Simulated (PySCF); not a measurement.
# Nonlinear optical response: SMILES [SiH3]C1=CC2(C=CC=C2)C=C1, C₉H₁₀Si

Geometry (Å), atoms numbered from 1 in this order:
```xyz
20

Si    3.2518    0.1466   -0.1920
C     1.4052   -0.1561   -0.2763
C     0.4477    0.5703    0.3476
C    -0.9264    0.0197    0.0384
C    -1.6958   -0.3648    1.2830
C    -2.8425    0.3394    1.3411
C    -2.9282    1.2201    0.1712
C    -1.8346    1.0503   -0.5964
C    -0.6025   -1.1454   -0.8657
C     0.7303   -1.2298   -1.0340
H     3.5918    1.5254   -0.6599
H     3.9552   -0.8423   -1.0642
H     3.7602   -0.0052    1.2061
H     0.5867    1.4400    0.9923
H    -1.3289   -1.1039    1.9951
H    -3.5956    0.2729    2.1282
H    -3.7548    1.9022   -0.0353
H    -1.5893    1.5526   -1.5321
H    -1.3697   -1.7912   -1.2932
H     1.2506   -1.9758   -1.6382
```

Computed, not measured: quadratic response CAM-B3LYP/aug-cc-pVDZ first hyperpolarisability, Taylor convention, gas phase in PySCF 2.14.0. Geometry: PBE0-D3(BJ)/def2-SVP.

(1) Give β for the processes computed.

(2) Which lowest excitations, dipole and polarisabilities go with it?

Results:

(1) In 10⁻³⁰ esu, Taylor convention; the vector part is βᵢ = ⅓ Σⱼ (βᵢⱼⱼ + βⱼᵢⱼ + βⱼⱼᵢ); β∥ is 3/5 of the vector part along the dipole, the dipole points from − to +:
```tsv
process	λ (nm)	β vector norm	β∥	β HRS	depolarisation ratio
static β(0;0,0)	∞	1.74	1.04	0.70	5.61
second harmonic β(−2ω;ω,ω)	1907	1.82	1.09	0.73	5.61
Pockels β(−ω;ω,0)	1907	1.77	1.06	–	–
second harmonic β(−2ω;ω,ω)	1064	2.02	1.21	0.82	5.58
Pockels β(−ω;ω,0)	1064	1.83	1.09	–	–
```

(2) S1 4.17 eV (f = 0.011); S2 4.38 eV (f = 0.017); S3 5.36 eV (f = 0.001); dipole 0.87 D; isotropic α 130.7 au static, 131.2 au at 1907 nm, 132.3 au at 1064 nm, 132.7 au at 953.5 nm, 137.8 au at 532 nm.
